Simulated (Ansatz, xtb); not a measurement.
**A geometry optimisation of AsH6PSi with r2SCAN-D4/def2-SVP**

The starting geometry of this gas-phase singlet has its atoms placed at random.

```yaml
atoms:
  - { symbol: As, position_ang: [-0.8718, 1.7944, -1.1640] }
  - { symbol: P, position_ang: [0.4548, -0.9427, 0.9393] }
  - { symbol: Si, position_ang: [-1.0597, 0.8320, 0.6788] }
  - { symbol: H, position_ang: [0.0563, 0.9730, 1.9389] }
  - { symbol: H, position_ang: [0.5334, 1.4156, -0.4807] }
  - { symbol: H, position_ang: [-1.8214, 0.5974, -1.2834] }
  - { symbol: H, position_ang: [0.2610, -0.2480, -0.0331] }
  - { symbol: H, position_ang: [-2.4297, 0.1758, 0.3718] }
  - { symbol: H, position_ang: [1.5673, -1.3261, 0.0026] }
```

Problem. Guess where an optimisation with r2SCAN-D4/def2-SVP ends from this start.

Solution. It ends as `P[SiH2][AsH2]`. Distances that change by over a tenth: As1–Si3 (2.09 → 2.38 Å), P2–H7 (1.21 → 1.43 Å), Si3–H4 (1.69 → 1.50 Å).

The energy falls by 7.26 eV over 15 steps:

| step | E − E(last) (eV) |
| --- | --- |
| 1 | 7.259 |
| 3 | 3.386 |
| 4 | 2.511 |
| 6 | 1.214 |
| 7 | 0.756 |
| 9 | 0.168 |
| 10 | 0.047 |
| 12 | 0.001 |
| 13 | 0.000 |
| 15 | 0.000 |

Final geometry (Å):

```yaml
atoms:
  - { symbol: As, position_ang: [-1.2080, 1.8025, -1.0890] }
  - { symbol: P, position_ang: [0.6601, -1.0801, 0.9946] }
  - { symbol: Si, position_ang: [-0.9715, 0.4975, 0.8866] }
  - { symbol: H, position_ang: [-0.7447, 1.4446, 2.0214] }
  - { symbol: H, position_ang: [0.2934, 2.0584, -1.1698] }
  - { symbol: H, position_ang: [-1.0996, 0.5713, -1.9827] }
  - { symbol: H, position_ang: [1.6733, -0.2069, 0.4883] }
  - { symbol: H, position_ang: [-2.2746, -0.1985, 1.1177] }
  - { symbol: H, position_ang: [0.3619, -1.6175, -0.2969] }
```

From the same start GFN2-xTB reaches the same bonding as this run.

From so rough a start the end depends on the optimiser's path, so another program may land elsewhere. No frequencies were run, so the end isn't proven a minimum. Run with Ansatz 0.2.0, 74 s on 2 threads of AMD EPYC 7571, with other jobs on the host.
